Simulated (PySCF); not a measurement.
ClGaH2O.

```xyz
5

Ga    -0.3710    -0.3929     0.0000
H     -1.8741    -0.7689     0.0000
Cl     0.2841     1.6333     0.0000
O      0.9799    -1.5442     0.0000
H      0.7068    -2.4644     0.0000
```
Charge 0, spin multiplicity 1.

Coordinates come from a PBE0-D3(BJ)/def2-TZVP optimisation. The values are those of a single conformer.

Computed with KT2/pcSseg-2 (PySCF). Non-relativistic, no solvent.

Computed absolute GIAO shielding of each atom: isotropic value and principal components (ppm):
```tsv
atom	σ(iso)	σ11	σ22	σ33	span
Ga1	1358.2	1201.8	1413.5	1459.3	257.5
H2	24.9	18.5	19.1	37.1	18.6
Cl3	866.3	661.5	912.1	1025.2	363.6
O4	196.0	34.4	276.3	277.3	242.9
H5	27.8	22.2	22.2	39.0	16.8
```
